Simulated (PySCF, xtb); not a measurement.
C3H5N3, SMILES [nH]1c(=N)[nH]cc1.

Harmonic wavenumbers (cm⁻¹) from GFN2-xTB (xtb 6.7.1) at its own minimum, in rising order: 215, 375, 413, 425, 552, 633, 683, 698, 743, 766, 845, 959, 1044, 1082, 1096, 1131, 1209, 1281, 1337, 1355, 1609, 1761, 3177, 3194, 3409, 3520, 3543.

Q: What does PBE-D3(BJ)/def2-SVP run with PySCF 2.14.0 give at its own minimum? (An estimate is asked for; the answer gives what the named calculation found.)

A: 173, 334, 423, 445, 580, 611, 641, 706, 708, 758, 877, 936, 1022, 1060, 1092, 1117, 1243, 1332, 1368, 1409, 1601, 1738, 3211, 3231, 3455, 3614, 3616. Paired by order, the mean absolute difference is 32 cm⁻¹ and the zero-point energies are 53.0 and 53.3 kcal/mol.
